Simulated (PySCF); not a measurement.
Two-dimensional NMR puzzle

Compound of formula C2H11ClOSi4. Correlations simulated from computed shifts and the bond graph:

HSQC (one-bond C–H):
```csv
δH,δC
2.50,40.5
```

HMBC (two and three bonds, from the bond graph):
```csv
δH,δC
4.94,"258.5, 40.5"
2.50,258.5
```

Carbons without hydrogens: δ 258.5.

Theoretical values (PySCF 2.14): coordinates at the GFN2-xTB level, NMR shieldings at PBE0/pcSseg-1/GIAO. Non-relativistic, no solvent model, one conformer, one averaged value for each set of equivalent atoms.

Scale: 1H, 13C vs TMS (reference shieldings calculated alike).

Exchangeable hydrogens are left out of these lists.

Task: Assemble the structure.

Result: `Cl[Si]([SiH2]C(C)=O)([SiH3])[SiH3]`.

Atoms are numbered as in `[CH3:1][C:2](=[O:3])[SiH2:4][Si:5]([SiH3:6])([SiH3:7])[Cl:8]`. Hydrogens are named by the atom that carries them.

1. δC 258.5 is C2, a carbonyl carbon.
2. δC 40.5 is C1, a methyl carbon α to a carbonyl (δH 2.50).
3. HMBC from δH 4.94 reaches the proton-free carbon C2.
4. HMBC from δH 2.50 reaches the proton-free carbon C2.

The data come from this structure; uniqueness wasn't tested.

Shifts are as computed. Against solution values, carbons near 30 ppm lie about +3 ppm off and those near 130 ppm about +5 ppm. Of 1309 compounds with measured shifts, 239 miss one by over three times the rms of a fit or turn the order of signals round; such compounds aren't used in these exercises.
